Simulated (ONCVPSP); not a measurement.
**In: variants of one ONCV potential**

Base potential:

ONCVPSP 4.0.1 input, shortened (lines: element, Z, core and valence counts, functional; n l f; lmax; l rc ep ncon nbas qcut; lloc lpopt rc5 dvloc0; l nproj debl; icmod fcfact rcfact), PBE, scalar-relativistic:

```
  In 49.00    6    4        4      upf
    1    0    2.00
    2    0    2.00
    2    1    6.00
    3    0    2.00
    3    1    6.00
    3    2   10.00
    4    0    2.00
    4    1    6.00
    4    2   10.00
    5    0    2.00
    2
    0    1.40    0.00    4    7    7.30
    1    1.00    0.00    5    8    6.60
    2    1.00    0.00    4    9    8.70
    2    5    1.00    0.00
    0    2    1.90
    1    2    2.50
    2    0    1.50
    1    0.20    0.00
```

In the p channel the program set the typed energies aside and used -3.146, 0.250 Ha.

All-electron outer shells of the reference configuration (PBE, scalar-relativistic, ld1.x):

```
shell  level (eV)  outermost node (bohr)  outermost maximum (bohr)
   3d     -440.17                      –                      0.26
   4s     -127.12                   0.41                      0.77
   4p      -85.60                   0.42                      0.82
   4d      -26.07                   0.40                      0.94
   5s      -14.92                   1.02                      2.11
```

Cutoffs, loose and tight: the cutoffs (Ha) at which the residual kinetic energy of the hardest occupied pseudo-wave falls to 1 and 0.1 mHa per electron. They do not see the model core or the augmentation charge, which bear on the density cutoff. Test errors are all-electron minus pseudo excitation energies from the reference, over the configurations 4s2 4p6 4d10 5s2 5p1; 4s2 4p6 4d10 5s1; 4s2 4p6 4d10 5s0; 4s2 4p6 4d10 5s1 5p2. A dash means not determined; rows that change the core or the reference have their own tests.

A true bound ghost makes a file unfit for plane-wave use even where its test errors are small: the radial tests pick states by their node count and pass the ghost by.

```tsv
change	outcome	cutoff, loose	cutoff, tight	bound ghosts	GHOST(+) flags above zero	largest test error (meV)
base	generated, projector energies reset by the program	173 Ha	208 Ha	none	p	-17
d: rc 0.72	generated, projector energies reset by the program	583 Ha	747 Ha	s	none	-15
d: rc 0.76	generated, projector energies reset by the program	496 Ha	571 Ha	s	p	-16
d: rc 0.9	generated, projector energies reset by the program	173 Ha	348 Ha	none	s, p	-17
d: rc 1.1	failed: test_data: rc < rc(lloc) for l = 1. Not allowed.	–	–	–	–	–
d: rc 1.18	failed: test_data: rc < rc(lloc) for l = 1. Not allowed.	–	–	–	–	–
d: rc 1.28	failed: test_data: rc < rc(lloc) for l = 1. Not allowed.	–	–	–	–	–
d: rc 1.38	failed: test_data: rc < rc(lloc) for l = 1. Not allowed.	–	–	–	–	–
d: rc 1.42	failed: test_data: rc < rc(lloc) for l = 0. Not allowed.	–	–	–	–	–
```

Reading the sweep of the d radius (base included, trends over the rows without a ghost): Bound ghosts are found at 0.72, 0.76 bohr. The generation fails at 1.1, 1.18, 1.28, 1.38, 1.42 bohr.
